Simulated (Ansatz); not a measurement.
`CC#[N+][Al-]([F])([F])[F]`, charge 0, multiplicity 1.

**Question.** Give a relaxed structure at PBE0-D4/def2-TZVP (the Gaussian-basis code of Ansatz). (Best estimate.)

**Answer.** The calculation gave: 
Cartesian coordinates in Å:
```
C -1.2127 -0.6179 1.7387
C -0.4217 -0.2152 0.6053
N 0.2050 0.1041 -0.2933
Al 1.2900 0.6573 -1.8496
F 2.6914 -0.1690 -1.5574
F 1.3356 2.2945 -1.6269
F 0.3502 0.1050 -3.0921
H -2.0268 -1.2626 1.4036
H -1.6262 0.2664 2.2264
H -0.5846 -1.1627 2.4454
```
Point group C3.
This is one stationary point; other conformers may exist.
